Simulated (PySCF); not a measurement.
Compound: C₃H₁₂ClN₃Si₃.
Atom-mapped SMILES: `[CH2:1]=[C:2]([Cl:3])[CH2:4][SiH:5]1[NH:6][SiH2:7][NH:8][SiH2:9][NH:10]1` (hydrogens: H11, H12 on C1; H13, H14 on C4; H15 on Si5; H16 on N6; H17, H18 on Si7; H19 on N8; H20, H21 on Si9; H22 on N10)

A GFN2-xTB structure was refined with PySCF, PBE0-D3(BJ)/def2-SVP geometry optimisation, gas phase. Its GFN2-xTB values:

```tsv
coordinate	GFN2-xTB
C1=C2	1.323 Å
C1–H11	1.075 Å
C1–H12	1.076 Å
C2–Cl3	1.736 Å
C2–C4	1.474 Å
C4–Si5	1.912 Å
C4–H13	1.088 Å
Si5–N6	1.721 Å
Si5–H15	1.472 Å
N6–Si7	1.728 Å
N6–H16	1.006 Å
Si7–N8	1.727 Å
Si7–H17	1.471 Å
Si7–H18	1.468 Å
N8–H19	1.006 Å
C1–C2–C4	126.9°
C2–C4–Si5	109.0°
C4–Si5–N6	107.9°
Si5–N6–Si7	125.5°
Si5–N10–Si9	124.4°
N6–Si5–N10	107.1°
N6–Si7–N8	105.8°
Si7–N8–Si9	129.9°
C2–C4–Si5–N6	-50°
N6–Si7–N8–Si9	31°
Si7–N8–Si9–N10	-28°
N8–Si9–N10–Si5	-14°
```

Problem. How do these coordinates change at the PBE0-D3(BJ)/def2-SVP level?

Solution. 
| coordinate | PBE0-D3(BJ)/def2-SVP (Å or °) | change |
| --- | --- | --- |
| Si7–H18 | 1.498 | +0.030 |
| Si7–H17 | 1.499 | +0.028 |
| Si5–N6 | 1.740 | +0.019 |
| Si5–H15 | 1.490 | +0.018 |
| Si7–N8 | 1.744 | +0.017 |
| C1–H12 | 1.092 | +0.016 |
| C1–H11 | 1.091 | +0.016 |
| C4–H13 | 1.102 | +0.014 |
| C1=C2 | 1.336 | +0.013 |
| C2–C4 | 1.487 | +0.013 |
| C4–Si5 | 1.900 | -0.012 |
| C2–Cl3 | 1.747 | +0.011 |
| N6–H16 | 1.017 | +0.011 |
| N8–H19 | 1.015 | +0.009 |
| N6–Si7 | 1.732 | +0.004 |
| C2–C4–Si5 | 112.2 | +3.2 |
| N6–Si5–N10 | 109.8 | +2.7 |
| Si5–N6–Si7 | 122.8 | -2.7 |
| Si5–N10–Si9 | 122.2 | -2.2 |
| C4–Si5–N6 | 106.7 | -1.2 |
| N6–Si7–N8 | 104.5 | -1.3 |
| Si7–N8–Si9 | 129.5 | -0.4 |
| C1–C2–C4 | 126.7 | -0.2 |
| Si7–N8–Si9–N10 | -40 | -12 |
| N6–Si7–N8–Si9 | 40 | +9 |
| C2–C4–Si5–N6 | -44 | +6 |
| N8–Si9–N10–Si5 | -8 | +6 |

The energy falls by 4.8 kcal/mol over 19 energy and gradient evaluations, the largest force component goes from 0.0114 to 1.4e-04 Eh/bohr, and the atoms move by 0.180 Å rms after alignment. Among the bonds, Si7–H18, Si9–H20 and Si9–H21 change most and about equally (+0.029 to +0.030 Å). Bonds longer at the end by more than 0.005 Å: 20 of 22; shorter: 1. Among the dihedrals that turn most is H19–N8–Si9–H21, from 47° to 15°. Rotational constants go from 1449, 394.9, 352.5 to 1424, 392.0, 351.2 MHz.

The run used 216 basis functions and 120 SCF cycles in all. Cost: about 25 min of CPU time on one thread; the machine was shared, so the figure is rough.

PBE0-D3(BJ)/def2-SVP frequencies: not computed here. One conformer, not necessarily the lowest.
